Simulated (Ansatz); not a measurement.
Geometry optimisation, RKS B3LYP-D4/6-31G* in Ansatz.

input.yaml

```yaml
crystal:
  periodic: [false, false, false]
  atoms:
    - { symbol: B, position_ang: [0.120624, 0.547189, -0.066888] }
    - { symbol: F, position_ang: [-0.505646, -0.806418, 1.970204] }
    - { symbol: O, position_ang: [1.411808, 0.156935, -0.239174] }
    - { symbol: H, position_ang: [1.47645, -0.616696, -0.816708] }
    - { symbol: F, position_ang: [-0.880271, -0.011596, -0.756276] }
    - { symbol: O, position_ang: [-0.208928, 1.60536, 0.762741] }
    - { symbol: C, position_ang: [0.821121, 2.207479, 1.548557] }
    - { symbol: H, position_ang: [1.448909, 1.448458, 2.026004] }
    - { symbol: H, position_ang: [1.451475, 2.853628, 0.928952] }
    - { symbol: H, position_ang: [0.331494, 2.813969, 2.314686] }
    - { symbol: H, position_ang: [-1.020836, -0.028609, 1.998802] }
basis:
  gaussian: { orbitals: "6-31G*" }
hamiltonian:
  xc: b3lyp
  dispersion: d4
relax:
  f_tol: 0.03
  max_steps: 50
```

Run as:

```bash
$ ansatz run input.yaml --threads 2 --pin off --max-ram 3072MiB --backend cpu --events-out ev --progress --plain --runs-dir out
```

Question: Where does it end, and by what steps?

Answer: The run converged. After 13 steps the energy has fallen by 0.100 eV; F2 moved furthest, 0.46 Å.

```json
{"step": "0", "energy less start (eV)": "0.0000", "largest force component (eV/Å)": "0.702", "accepted": "yes"}
{"step": "1", "energy less start (eV)": "-0.0169", "largest force component (eV/Å)": "1.678", "accepted": "yes"}
{"step": "2", "energy less start (eV)": "-0.0590", "largest force component (eV/Å)": "1.102", "accepted": "yes"}
{"step": "3", "energy less start (eV)": "-0.0774", "largest force component (eV/Å)": "0.544", "accepted": "yes"}
{"step": "4", "energy less start (eV)": "-0.0833", "largest force component (eV/Å)": "0.431", "accepted": "yes"}
{"step": "5", "energy less start (eV)": "-0.0929", "largest force component (eV/Å)": "0.069", "accepted": "yes"}
{"step": "6", "energy less start (eV)": "-0.0957", "largest force component (eV/Å)": "0.061", "accepted": "yes"}
{"step": "7", "energy less start (eV)": "-0.0972", "largest force component (eV/Å)": "0.092", "accepted": "yes"}
{"step": "8", "energy less start (eV)": "-0.0824", "largest force component (eV/Å)": "0.465", "accepted": "no"}
{"step": "9", "energy less start (eV)": "-0.0989", "largest force component (eV/Å)": "0.037", "accepted": "yes"}
{"step": "10", "energy less start (eV)": "-0.0998", "largest force component (eV/Å)": "0.053", "accepted": "yes"}
{"step": "11", "energy less start (eV)": "-0.0998", "largest force component (eV/Å)": "0.075", "accepted": "yes"}
{"step": "12", "energy less start (eV)": "-0.0999", "largest force component (eV/Å)": "0.056", "accepted": "yes"}
{"step": "13", "energy less start (eV)": "-0.1003", "largest force component (eV/Å)": "0.018", "accepted": "yes"}
```

```xyz
11
Properties=species:S:1:pos:R:3
B 0.132 0.525 -0.142
F -0.574 -0.627 2.385
O 1.441 0.300 -0.425
H 1.553 -0.370 -1.115
F -0.846 -0.102 -0.800
O -0.242 1.425 0.818
C 0.770 2.083 1.597
H 1.201 1.374 2.310
H 1.557 2.483 0.952
H 0.279 2.898 2.134
H -0.825 0.180 1.957
```

The run took 42 s on 2 threads of Arm Neoverse V1, with other jobs on the host, peak memory 0.21 GiB.
